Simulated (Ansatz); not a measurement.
ethylene carbonate (C3H4O3), singlet, geometry from GFN2-xTB; Ansatz (an electronic-structure program) with B3LYP/6-311G**.

Ansatz was given this input:
Ansatz 0.2 input:
```yaml
crystal:
  periodic: [false, false, false]
  atoms:
    - {symbol: O, position_ang: [2.02364805, -0.10196367, -0.02219553]}
    - {symbol: C, position_ang: [0.84129222, -0.04238941, -0.00922736]}
    - {symbol: O, position_ang: [0.02528031, -1.10906625, 0.06015929]}
    - {symbol: C, position_ang: [-1.32923011, -0.70405933, 0.05664352]}
    - {symbol: C, position_ang: [-1.25265770, 0.83415051, -0.02832517]}
    - {symbol: O, position_ang: [0.13529665, 1.10097540, -0.06192051]}
    - {symbol: H, position_ang: [-1.80468390, -1.05510197, 0.97634301]}
    - {symbol: H, position_ang: [-1.82913313, -1.15234299, -0.80606914]}
    - {symbol: H, position_ang: [-1.71042935, 1.23221471, -0.93778897]}
    - {symbol: H, position_ang: [-1.68598012, 1.32945573, 0.84462318]}
basis:
  gaussian:
    orbitals: 6-311G__.json
    final_grid: {core_spheres: 10, valence_spheres: 20, degree: 41}
hamiltonian:
  xc: b3lyp
```
The basis file holds 6-311G** in the JSON format of the Basis Set Exchange.

Task: Write the output that Ansatz gives for this input, abridged.

Result: 
```
Functional definition: B3LYP
1097 factors; their error is unknown
mean field evaluation 1: about -9312.8856 eV, gradient 6.4e1 eV
mean field evaluation 2: about -9304.7460 eV, gradient 9.5e1 eV
mean field evaluation 4: about -9319.6901 eV, gradient 5.5e0 eV
mean field evaluation 8: about -9319.7374 eV, gradient 1.4e-1 eV
mean field evaluation 16: about -9319.6902 eV, gradient 8.2e-5 eV
mean field -9319.69020813 eV, -342.4922980360 hartree, gradient 2.0e-5 eV, S^2 0.000000; 0 other end points of the search recorded, 0 dependent functions left out
reference -9319.69042141 eV, -342.4923058738 hartree; 23, 23 occupied and 109, 109 virtual orbitals, 1097 factors
Total energy: -9319.69042141 eV, -342.4923058738 hartree
```
